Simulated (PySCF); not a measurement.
Here is a job for PySCF.
```python
from pyscf import gto, scf, cc

mol = gto.Mole()
mol.atom = '''
    O    -0.008741    1.098296    0.016436
    H    -0.944582    1.335065    0.004393
    Cl    0.059677   -0.595379   -0.007993
'''
mol.basis = 'def2-tzvpp'
mol.charge = 0
mol.spin = 0
mol.verbose = 4
mol.max_memory = 1800
mol.build()

mf = scf.RHF(mol)
mf.kernel()

mycc = cc.CCSD(mf, frozen=6)
mycc.kernel()
print('E(CCSD) = %.10f' % mycc.e_tot)
```

**Question.** What does this run give for the number of basis functions, total energy, SCF-reference dipole moment, MP2 correlation energy, coupled-cluster correlation energy (without the perturbative part), nuclear repulsion energy?

**Answer.** 
```
Property                                                                  Result
------------------------------------------------------------------  ------------
number of basis functions                                                     87
total energy                                                        -535.3740 Eh
SCF-reference dipole moment                                               1.68 D
MP2 correlation energy                                                -0.4376 Eh
coupled-cluster correlation energy (without the perturbative part)    -0.4576 Eh
nuclear repulsion energy                                              50.9724 Eh
```
